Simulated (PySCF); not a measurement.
SeClI, SMILES Cl[Se]I. The structure is a stationary point at B3LYP-D3(BJ)/def2-TZVP. The def2 effective core potentials stand for the cores of I; spin–orbit coupling is left out.

Problem. Give the equilibrium geometry at B3LYP-D3(BJ)/def2-TZVP (PySCF confirms it by a frequency run) as Cartesian coordinates in Å, and its point group. (The exact figures need the calculation; the answer reports its results.)

Solution. point group Cs.
```xyz
3

Se     0.7779    -0.9894     0.0000
Cl    -1.0141    -2.2409     0.0000
I     -0.1738     1.3535     0.0000
```
